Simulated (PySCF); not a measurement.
A structure optimised at PBE-D3(BJ)/def2-SVP, used in a PySCF frequency run:

```xyz
9

Se     0.0000     0.0000    -0.8077
Si    -1.6954     0.0000     0.7509
H     -2.9755     0.0000    -0.0336
H     -1.6292     1.2222     1.6256
H     -1.6292    -1.2222     1.6256
Si     1.6954     0.0000     0.7509
H      1.6292    -1.2222     1.6256
H      1.6292     1.2222     1.6256
H      2.9755     0.0000    -0.0336
```
Charge 0, spin multiplicity 1.

**Question.** Write its SMILES, formula and point group.

**Answer.** [SiH3][Se][SiH3], H6SeSi2, C2v

**Question.** What are its rotational constants (standard atomic weights)?

**Answer.** 5.1437, 2.5780, 1.7906 GHz
